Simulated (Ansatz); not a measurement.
FH$_{2}$ISSi (`F[SiH](S)I`). Charge 0, multiplicity 1. I takes the def2 core potential.

Cartesian coordinates in Å:
```
F 0.8921 -0.2458 1.5365
Si 0.5025 -0.1192 -0.0012
S -1.3641 -1.0138 -0.4080
I 0.5243 2.2498 -0.5166
H 1.5156 -0.8336 -0.7990
H -2.0704 -0.0374 0.1883
```

What are the harmonic wavenumbers in cm⁻¹ at PBE0-D4/def2-TZVP (Ansatz, finite differences of forces, unscaled)? (Best estimate.)

Ansatz gave: 117, 193, 203, 252, 369, 538, 673, 796, 850, 907, 2285, 2707.

Is this a minimum?

Yes, all 12 modes are real.

Give the ideal-gas thermochemistry at 298.15 K and 1 bar (rigid rotor, harmonic oscillator; point group C1, symmetry number 1).

Zero-point energy 59.2 kJ/mol; H(298) − E = 77.4 kJ/mol; entropy 344.7 J/(mol·K), of which translation 175.4, rotation 120.3, vibration 48.9; G(298) − E = -25.4 kJ/mol.
